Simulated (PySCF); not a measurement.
Isomers of C4H11NO2Si, one GFN2-xTB conformer each. Single-point energies are computed at PBE0/pcSseg-1 (PySCF, gas phase, no added dispersion term), electronic only.

Problem. Rank them by PBE0/pcSseg-1 energy, lowest first (kcal/mol).
A. `[CH3:1][C:2](=[O:3])[O:4][SiH2:5][N:6]([CH3:7])[CH3:8]` with C1–C2–O4–Si5 -178°, C2–O4–Si5–N6 174°, O4–Si5–N6–C7 -175°
B. `[CH3:1]/[N:2]=[CH:3]/[SiH:4]([O:5][CH3:6])[O:7][CH3:8]` with N2–C3–Si4–O5 50°, C3–Si4–O5–C6 -54°, C3–Si4–O7–C8 -177°
C. `[NH2:1][CH2:2][SiH:3]1[O:4][CH2:5][CH2:6][CH2:7][O:8]1` with H–N1–C2–Si3 -56° and -174°, N1–C2–Si3–O4 73°, C2–Si3–O4–C5 150°, Si3–O4–C5–C6 -47°, O4–C5–C6–C7 60°, C5–C6–C7–O8 -61°

Solution. C (0.0), A (0.0), B (22.2).

As drawn, the lowest has an N–H bond, which the highest lacks; the highest has a C=N bond, which the lowest lacks. Neighbours under 2.5 kcal/mol apart (NC[SiH]1OCCCO1 and CC(=O)O[SiH2]N(C)C) can change places with a better method, another conformer or zero-point energy. GFN2-xTB itself gives, in the same order: 8.3, 0.0, 26.6. GFN2-xTB puts CC(=O)O[SiH2]N(C)C lowest instead; measured from each level's own lowest isomer, the values differ by up to 8.3 kcal/mol (NC[SiH]1OCCCO1: 8.3 against 0.0).

Problem. Which frontier levels, dipoles and rotational constants go with these structures?

Solution. 
```tsv
SMILES	HOMO (eV, PBE0/pcSseg-1)	LUMO (eV)	dipole (D)	A, B, C (MHz)
NC[SiH]1OCCCO1	-6.68	1.14	2.38	3558, 1172, 970.1
CC(=O)O[SiH2]N(C)C	-6.46	0.27	2.71	4016, 900.7, 759.1
C/N=C/[SiH](OC)OC	-6.81	-0.58	0.35	2463, 1034, 768.9
```
